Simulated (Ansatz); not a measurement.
Ansatz (a first-principles code) input (SVWN5/def2-TZVP):

Ansatz 0.2 input:
```yaml
crystal:
  periodic: [false, false, false]
  atoms:
    - {symbol: N, position_ang: [-0.00000000, -0.00000000, -0.56338702]}
    - {symbol: O, position_ang: [0.00000000, 0.00000000, 0.49296364]}
basis:
  gaussian:
    orbitals: def2-TZVP
hamiltonian:
  xc: {name: SVWN5}
total_charge: 1
relax: {f_tol: 0.003, max_steps: 100}
```

End of the output:

```
integrals: 0.01 GiB planned
306 factors; their error is unknown
mean field: 0.09 GiB planned
mean field evaluation 1: about -3494.7901 eV, gradient 6.2e1 eV
mean field evaluation 2: about -3468.7393 eV, gradient 1.3e2 eV
mean field evaluation 4: about -3500.0699 eV, gradient 3.0e0 eV
mean field evaluation 8: about -3500.0809 eV, gradient 1.5e-2 eV
mean field -3500.08093503 eV, -128.6256019223 hartree, gradient 1.3e-5 eV, S^2 0.000000; 0 other end points of the search recorded, 0 dependent functions left out
the calculation of the forces begins
reference -3500.08094793 eV, -128.6256023964 hartree; 7, 7 occupied and 55, 55 virtual orbitals, 306 factors
relax step   1: F+E_penalty+E_count = -3500.08093503 eV  Δ(F+E_penalty+E_count) = +0.000e0 eV  max|allowed force component| = 9.235e-1 eV/Å  Δτ_max = 0.0000 Å  (24 SCF iters, accepted)
these checks for a lower state are left out or cut short: starts, cluster_reference, orbital_swaps, neighbouring_geometries, increment
integrals: 0.01 GiB planned
306 factors; their error is unknown
mean field: 0.09 GiB planned
mean field evaluation 16: about -3500.0842 eV, gradient 1.1e0 eV
mean field -3500.08345516 eV, -128.6256945355 hartree, gradient 1.4e-5 eV, S^2 0.000000; 0 other end points of the search recorded, 0 dependent functions left out
the calculation of the forces begins
reference -3500.08346804 eV, -128.6256950088 hartree; 7, 7 occupied and 55, 55 virtual orbitals, 306 factors
relax step   2: F+E_penalty+E_count = -3500.08345516 eV  Δ(F+E_penalty+E_count) = -2.520e-3 eV  max|allowed force component| = 1.295e-1 eV/Å  Δτ_max = 0.0032 Å  (27 SCF iters, accepted)
these checks for a lower state are left out or cut short: starts, cluster_reference, orbital_swaps, neighbouring_geometries, increment
integrals: 0.01 GiB planned
306 factors; their error is unknown
mean field: 0.09 GiB planned
mean field -3500.08350749 eV, -128.6256964585 hartree, gradient 1.4e-5 eV, S^2 0.000000; 0 other end points of the search recorded, 0 dependent functions left out
the calculation of the forces begins
reference -3500.08352037 eV, -128.6256969319 hartree; 7, 7 occupied and 55, 55 virtual orbitals, 306 factors
relax step   3: F+E_penalty+E_count = -3500.08350749 eV  Δ(F+E_penalty+E_count) = -5.233e-5 eV  max|allowed force component| = 1.969e-3 eV/Å  Δτ_max = 0.0004 Å  (27 SCF iters, accepted)
integrals: 0.01 GiB planned
306 factors; their error is unknown
mean field: 0.09 GiB planned
mean field evaluation 32: about -3500.0855 eV, gradient 2.2e-1 eV
mean field -3500.08350749 eV, -128.6256964585 hartree, gradient 1.4e-5 eV, S^2 0.000000; 1 other end points of the search recorded, 0 dependent functions left out
the calculation of the forces begins
reference -3500.08352037 eV, -128.6256969319 hartree; 7, 7 occupied and 55, 55 virtual orbitals, 306 factors
Total energy: -3500.08352037 eV, -128.6256969319 hartree
Atom 0 at     0.000000    -0.000000    -0.566199 Å, force     0.000000     0.000000     0.001969 eV/Å
Atom 1 at    -0.000000     0.000000     0.495776 Å, force    -0.000000    -0.000000    -0.001969 eV/Å
Dipole moment:    -0.000000    -0.000000    -0.066357 e Å
```
